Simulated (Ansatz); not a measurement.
Computed with Ansatz on PBE0-D4/def2-TZVP structures; ΔE is electronic, products minus reactants. CBS: MP2 limit from def2 TZ/QZ plus the TZ coupled-cluster correction, frozen cores. This one scheme is used for every species. DFT in def2-TZVPP. B3LYP here is the variant with VWN-RPA as its local correlation; programs differ in this. HSE06 is defined as in plane-wave codes. Each species was taken in one conformer, which may not be the lowest.

`F[Si]1(S)CC1` + H₂ → `S[SiH]1CC1` + H–F  (hydrogenolysis of the Si–F bond)

| level | ΔE (kJ/mol) | difference from CCSD(T)/CBS |
| --- | --- | --- |
| LDA (SPW92) | 100.5 | -3.8 |
| PBE-D4 | 101.2 | -3.1 |
| revPBE-D4 | 102.0 | -2.3 |
| BLYP-D4 | 112.5 | 8.2 |
| r2SCAN-D4 | 113.8 | 9.5 |
| B97M-V | 115.5 | 11.2 |
| PBE0-D4 | 99.0 | -5.3 |
| B3LYP-D4 | 110.2 | 5.9 |
| r2SCANh-D4 | 111.8 | 7.5 |
| HSE06-D4 | 98.6 | -5.7 |
| BHLYP-D4 | 111.0 | 6.7 |
| CAM-B3LYP-D4 | 112.6 | 8.3 |
| ωB97M-V | 110.1 | 5.8 |
| B2PLYP | 108.9 | 4.6 |
| PBE-QIDH | 101.5 | -2.8 |
| PBE | 99.5 | -4.8 |
| revPBE | 97.8 | -6.5 |
| BLYP | 109.0 | 4.7 |
| r2SCAN | 113.4 | 9.1 |
| PBE0 | 97.6 | -6.7 |
| B3LYP | 107.6 | 3.3 |
| r2SCANh | 111.3 | 7.0 |
| r2SCAN0 | 108.5 | 4.2 |
| HSE06 | 97.2 | -7.1 |
| BHLYP | 108.9 | 4.6 |
| CAM-B3LYP | 111.1 | 6.8 |
| RPA@PBE/def2-TZVPP | 102.7 | -1.6 |
| MP2/def2-SVP | 94.6 | -9.7 |
| CCSD/def2-SVP | 88.1 | -16.2 |
| CCSD(T)/def2-SVP | 89.1 | -15.2 |
| HF/def2-TZVPP | 107.6 | 3.3 |
| MP2/def2-TZVPP | 106.7 | 2.4 |
| SCS-MP2/def2-TZVPP | 107.5 | 3.2 |
| CCSD/def2-TZVPP | 103.0 | -1.3 |
| HF/def2-QZVPP | 109.0 | 4.7 |
| MP2/def2-QZVPP | 107.5 | 3.2 |
| SCS-MP2/def2-QZVPP | 108.3 | 4.0 |
| HF/CBS(def2) | 109.2 | 4.9 |
| MP2/CBS(def2) | 107.3 | 3.0 |
| CCSD/CBS(def2) | 103.5 | -0.8 |
| CCSD(T)/CBS | 104.3 | 0 |

Largest T1 diagnostic among the species: 0.011.

From r2SCAN to r2SCAN0 (25 % exact exchange), in def2-TZVPP and without D4, ΔE moves by −4.9 kJ/mol. At CCSD(T), def2-SVP lies −15.2 kJ/mol from the extrapolated value and def2-TZVPP −0.6 kJ/mol.
